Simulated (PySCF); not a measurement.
Cd(Cl)(OSiH3) (CdClH3OSi), SMILES [SiH3][O][Cd][Cl]. Atoms are numbered in the order given.

```xyz
7

Cd     0.1279    -0.3880     0.0000
Cl    -0.2780    -2.6202     0.0000
O      0.5662     1.5184     0.0000
Si    -0.3005     2.9198     0.0000
H     -1.1884     3.0304    -1.2054
H      0.6391     4.0815     0.0000
H     -1.1884     3.0304     1.2054
```

Geometry optimised at PBE0-D3(BJ)/def2-SVP. The def2 effective core potentials stand for the cores of Cd; spin–orbit coupling is left out. Other conformers were not sampled.

Method: TDA-B3LYP/def2-SVPD run with PySCF.

Vertical excitations. The molecule is in vacuum. State labels are in the subgroup Cs.

| state | symmetry | energy (eV) | λ (nm) | f | main pairs |
|---|---|---|---|---|---|
| S1 | A" | 4.55 | 272 | 0.002 | HOMO→LUMO 98 % |
| S2 | A' | 4.92 | 252 | 0.037 | HOMO−1→LUMO 91 % |
| S3 | A" | 5.29 | 234 | 0.019 | HOMO−3→LUMO 99 % |
| S4 | A' | 5.31 | 233 | 0.027 | HOMO−2→LUMO 93 % |
| S5 | A" | 6.27 | 198 | 0.002 | HOMO→LUMO+1 98 % |
| S6 | A' | 6.44 | 192 | 0.012 | HOMO→LUMO+2 78 %, HOMO−1→LUMO+1 18 % |
| S7 | A' | 6.61 | 188 | 0.004 | HOMO−1→LUMO+1 61 %, HOMO−5→LUMO 25 % |
| S8 | A" | 6.61 | 188 | 0.000 | HOMO−1→LUMO+2 89 % |
| S9 | A" | 6.71 | 185 | 0.011 | HOMO−4→LUMO 89 % |
| S10 | A' | 6.78 | 183 | 0.046 | HOMO−6→LUMO 74 % |
| T1 | A" | 4.25 | 291 | 0 | HOMO→LUMO 96 % |
| T2 | A' | 4.45 | 279 | 0 | HOMO−1→LUMO 94 % |
| T3 | A' | 4.93 | 252 | 0 | HOMO−2→LUMO 97 % |
| T4 | A" | 4.94 | 251 | 0 | HOMO−3→LUMO 97 % |
Triplets are in the Tamm–Dancoff approximation.
